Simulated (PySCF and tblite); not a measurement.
The numbers below are computed, except where a source is named.
Barrier and rate of a rotation

System: C5H2N2O2, numbered as in [N:1]#[C:2][C:3](=[O:4])/[CH:5]=[C:6](\[OH:7])[C:8]#[N:9].

Motion: rotation about the C3–C5 bond (torsion C2–C3–C5–C6 from -180° to 0°, rising). Geometries: GFN2-xTB; energies: PBE0/pcSseg-1 + D3(BJ); zero-point and thermal terms from GFN2-xTB harmonic modes (soft modes blended into free rotors). Rates follow Eyring's equation with the number of equivalent paths and no tunnelling. Run with tblite and PySCF.

```tsv
point	symmetry	E(GFN2) kcal/mol	E(DFT) kcal/mol	ZPE change kcal/mol	lowest mode cm⁻¹	dipole D
start	Cs	0.0	0.0	0.00	86	0.83
saddle	C1	13.8	19.5	-0.60	96i	1.80
end	Cs	6.5	8.1	-0.02	49	0.51
```

```json
{
 "Electronic barrier": "19.4 kcal/mol",
 "Barrier with zero-point energy": "18.9 kcal/mol",
 "ΔH‡ (298 K)": "18.8 kcal/mol",
 "ΔS‡ (298 K, symmetry apart)": "-0.7 cal/(mol K)",
 "Paths": "2 equivalent paths",
 "End point": "a different minimum",
 "Mean lifetime of the start against this motion at 298 K": "6.5 s",
 "Cost": "66 s on 1 thread of Intel Xeon @ 2.80GHz, shared host (rough), peak memory 0.76 GiB, launched as `OMP_NUM_THREADS=1 python ens_run.py task.json out`"
}
```

```tsv
T/K	ΔG‡ kcal/mol	k s⁻¹	ΔG kcal/mol	k back s⁻¹
150	18.9	1.9×10⁻¹⁵	8.0	0.00088
200	18.9	1.8×10⁻⁸	8.0	9.2
250	18.9	0.00028	7.9	2470
298	19.0	0.15	7.9	9.3×10⁴
350	19.0	20	7.8	1.5×10⁶
400	19.0	667	7.8	1.2×10⁷
500	19.1	9.3×10⁴	7.6	2×10⁸
```

ΔG and ΔG‡ leave out symmetry numbers and mirror images; rates count paths: 2 out, 2 back.
